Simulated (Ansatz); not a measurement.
Born–Oppenheimer molecular dynamics of AlClFO (4 atoms, charge 0, multiplicity 2). It starts from a relaxed structure.

The calculation used UKS B3LYP/STO-3G in Ansatz 0.2.0.

- ensemble: NVE (velocity Verlet)
- time step: 1 fs
- steps asked: 320
- starting velocities drawn for: 400 K
- seed: 586836

First frame:

```xyz
4
Properties=species:S:1:pos:R:3
O 1.004 0.605 1.314
Al 0.079 -0.099 0.031
F 0.256 -1.666 -0.369
Cl -1.284 1.100 -0.997
```

(1) What does the run give?

(2) What happens to the structure?

(3) How do temperature and energy run in time?

## Answers

(1) All steps were run.

* steps done: 320
* time covered: 320 fs
* mean temperature over the second half: 201 K
* spread of the potential energy over the second half: 5.7 meV per atom
* mean potential energy of the second half above the start: 12.9 meV per atom

The conserved energy stayed within 0.069 meV per atom of its start (net change 0.059 meV per atom), so the integration is sound. The temperature averaged 0.50 of the 400 K drawn at the start: a run that starts near a minimum puts about half its kinetic energy into the potential. A run of 0.32 ps of so small a system gives no equilibrium averages. Limits of this set-up: minimal basis.

(2) The same pairs are bonded in the first frame and the last. Pairs count as bonded within 1.25 times the sum of covalent radii (0.12 Å more for H–H). The details hang on the random start.

(3) 
```json
{"time (fs)": "0.0", "T (K)": "400", "potential energy less start (eV)": "0.000", "conserved less start (meV/atom)": "0.00"}
{"time (fs)": "26.0", "T (K)": "90", "potential energy less start (eV)": "0.080", "conserved less start (meV/atom)": "0.06"}
{"time (fs)": "52.0", "T (K)": "148", "potential energy less start (eV)": "0.065", "conserved less start (meV/atom)": "0.02"}
{"time (fs)": "78.0", "T (K)": "332", "potential energy less start (eV)": "0.018", "conserved less start (meV/atom)": "0.03"}
{"time (fs)": "104.0", "T (K)": "117", "potential energy less start (eV)": "0.073", "conserved less start (meV/atom)": "0.06"}
{"time (fs)": "130.0", "T (K)": "146", "potential energy less start (eV)": "0.066", "conserved less start (meV/atom)": "0.02"}
{"time (fs)": "156.0", "T (K)": "321", "potential energy less start (eV)": "0.021", "conserved less start (meV/atom)": "0.04"}
{"time (fs)": "182.0", "T (K)": "171", "potential energy less start (eV)": "0.059", "conserved less start (meV/atom)": "0.04"}
{"time (fs)": "208.0", "T (K)": "121", "potential energy less start (eV)": "0.072", "conserved less start (meV/atom)": "0.03"}
{"time (fs)": "234.0", "T (K)": "304", "potential energy less start (eV)": "0.025", "conserved less start (meV/atom)": "0.03"}
{"time (fs)": "260.0", "T (K)": "191", "potential energy less start (eV)": "0.054", "conserved less start (meV/atom)": "0.03"}
{"time (fs)": "286.0", "T (K)": "83", "potential energy less start (eV)": "0.082", "conserved less start (meV/atom)": "0.05"}
{"time (fs)": "312.0", "T (K)": "343", "potential energy less start (eV)": "0.015", "conserved less start (meV/atom)": "0.01"}
```

The run took 6.1 min on 1 thread of Intel(R) Xeon(R) Platinum 8488C (Sapphire Rapids), on a shared host, peak memory 0.13 GiB.
